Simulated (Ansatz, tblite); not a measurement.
Spin states of trans-NiH2(AsH3)2 (NiAs₂H₈), formally d⁸, each relaxed with PBE0-D4/def2-SVP in Ansatz. Electronic energies in the gas phase.

The 6-31G sets use Cartesian d functions. The xTB rows come from tblite. B3LYP takes the VWN-RPA correlation. Correlated methods freeze 23 core orbitals; core or outer-core shells of Ni, As are correlated, in sets that lack core-valence functions. The name describes the singlet; other states may take another shape.

Singlet geometry:

```xyz
11

Ni    0.007    0.023    0.023
H     1.122    0.927   -0.453
As    1.345   -1.414    1.006
H     1.305   -2.846    0.518
H     1.103   -1.720    2.469
H     2.856   -1.301    1.097
H    -1.107   -0.890    0.488
As   -1.344    1.426   -0.990
H    -2.860    1.390   -0.926
H    -1.234    1.495   -2.498
H    -1.193    2.910   -0.734
```

Triplet geometry:

Cartesian coordinates in Å:
```
Ni -0.0158 -0.0885 0.0812
H 1.4555 -0.6747 -0.0094
As 0.3719 1.7656 1.7441
H -0.1523 1.1960 3.0455
H -0.5733 2.9509 1.7185
H 1.5491 2.5057 2.3820
H -1.5295 0.2994 0.3583
As -0.3207 -1.5250 -1.9665
H -1.4145 -1.8423 -2.9877
H -0.2143 -2.9393 -1.4360
H 0.8439 -1.6478 -2.9299
```

Run but left out: HF/6-31G (singlet: restricted singlet, unstable in another Hartree–Fock run and untested here); HF/def2-TZVP, MP2/def2-TZVP (singlet: restricted singlet, unstable towards broken spin symmetry).

Only these spin states were relaxed.

| level | triplet − singlet (kcal/mol) | lowest of these |
| --- | --- | --- |
| GFN1-xTB | 44.5 | singlet |
| GFN2-xTB | 36.0 | singlet |
| BLYP-D4/def2-TZVP | 41.0 | singlet |
| r2SCANh-D4/def2-TZVP | 27.7 | singlet |
| B3LYP-D4/6-31G | 9.2 | singlet |
| PBE0-D4/def2-TZVP | 26.5 | singlet |

Estimate the rows for PBE-D4/def2-TZVP, r2SCAN-D4/def2-TZVP, CAM-B3LYP-D4/def2-TZVP, ωB97X-V/def2-TZVP, RPA@PBE/def2-TZVP.


```json
{"level": "PBE-D4/def2-TZVP", "triplet − singlet (kcal/mol)": "45.3", "lowest of these": "singlet"}
{"level": "r2SCAN-D4/def2-TZVP", "triplet − singlet (kcal/mol)": "34.7", "lowest of these": "singlet"}
{"level": "CAM-B3LYP-D4/def2-TZVP", "triplet − singlet (kcal/mol)": "28.1", "lowest of these": "singlet"}
{"level": "ωB97X-V/def2-TZVP", "triplet − singlet (kcal/mol)": "29.9", "lowest of these": "singlet"}
{"level": "RPA@PBE/def2-TZVP", "triplet − singlet (kcal/mol)": "29.7", "lowest of these": "singlet"}
```

The xTB methods have no spin-polarisation term.

How do the metal–ligand distances follow the spin state?


```
  state  donor atoms  mean metal–ligand distance (Å)  range (Å)  Mulliken spin on the metal (PBE0)
singlet            4                           1.854  1.51–2.20                                  0
triplet            4                           2.053  1.59–2.52                               1.60
```

⟨S²⟩ at PBE0-D4/def2-TZVP: singlet 0.00 (pure 0.00), triplet 2.01 (pure 2.00).
